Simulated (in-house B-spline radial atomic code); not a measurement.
Se⁵⁺. Computed with a B-spline radial atomic code. Model: all-electron spherical atom, spin shells full or empty, radial basis limit, no spin-orbit coupling, Breit or QED, empty-state partial waves extrapolated as (l+1/2)^-4, RPA, G0W0 and static COHSEX of the highest shell as one setting changes (uncorrelated shells keep exact exchange).

In a row where one electron alone is correlated, RPA and GW hold only self-correlation.

Given: element Se; charge 5; filled core Ar; hamiltonian one-electron scalar X2C; mean-field start PBE; highest l of empty states 9; nuclear rms radius 4.14 fm; highest mean-field shell 4s up.

Shell: 3d 5 5, 4s 1 0 (electrons up and down).

| lowest nl shells left uncorrelated | RPA correlation energy (hartree) | G0W0 level (eV) | G0W0 minus most complete (meV) | COHSEX level (eV) |
| --- | --- | --- | --- | --- |
| 0 | -2.2159 | -82.966 | 0 | -84.738 |
| 1 | ? | ? | ? | ? |
| 2 | -1.8825 | -82.975 | -9.6 | -84.76 |
| 3 | ? | ? | ? | ? |
| 4 | -1.1986 | -83.089 | -123.4 | -84.966 |
| 5 | -0.67763 | -83.016 | -50.4 | -84.857 |
| 6 | -0.025228 | -82.086 | 879.9 | -83.464 |

Task: What follows for lowest nl shells left uncorrelated = 1?

Result: RPA correlation energy -2.0624 hartree; G0W0 level -82.965 eV; G0W0 minus most complete 0.6 meV; COHSEX level -84.737 eV.

Task: What follows for lowest nl shells left uncorrelated = 3?

Result: RPA correlation energy -1.3824 hartree; G0W0 level -82.954 eV; G0W0 minus most complete 11.9 meV; COHSEX level -84.717 eV.
